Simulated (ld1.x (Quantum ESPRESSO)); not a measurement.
An all-electron radial function and its pseudo partner (Mg (Z = 12))

Columns: radius, all-electron u(r) and pseudo u(r) of the 2s shell (level -79.28 eV) of magnesium in the configuration [He] 2s2 2p6 3s2 3p0; LDA (PZ), scalar-relativistic, TM scheme, ld1.x (Quantum ESPRESSO) 7.5.

```csv
r (bohr),all-electron,pseudo
0.047,0.5242,-0.1174
0.095,0.5046,-0.2387
0.142,0.2556,-0.3602
0.190,-0.0700,-0.4880
0.237,-0.3809,-0.6169
0.285,-0.6545,-0.7507
0.332,-0.8673,-0.8794
0.380,-1.0279,-1.0011
0.427,-1.1348,-1.1018
0.475,-1.2003,-1.1768
0.522,-1.2294,-1.2179
0.570,-1.2309,-1.2275
0.617,-1.2113,-1.2108
0.665,-1.1753,-1.1753
0.712,-1.1288,-1.1288
0.760,-1.0736,-1.0736
0.807,-1.0148,-1.0148
0.855,-0.9522,-0.9522
0.902,-0.8902,-0.8902
0.950,-0.8272,-0.8272
0.997,-0.7671,-0.7671
1.045,-0.7078,-0.7078
1.092,-0.6523,-0.6523
1.140,-0.5987,-0.5987
1.187,-0.5492,-0.5492
1.235,-0.5018,-0.5018
```

(1) How many radial nodes do the two functions have?

(2) At about which radius was the pseudo-wave matched?

(3) Is the pseudo-wave norm-conserving?

## Answers

(1) The all-electron 2s function has n − l − 1 = 1; the pseudo-wave has 0, since the states of the same l below it are removed with the core.

(2) 0.70 bohr. The columns agree to 0.0005 from 0.62 bohr on; several derivatives are matched, so the curves merge somewhat inside the radius.

(3) Yes: the TM scheme keeps the norm inside the radius equal to the all-electron one, which fixes the energy derivative of the logarithmic derivative at the level.
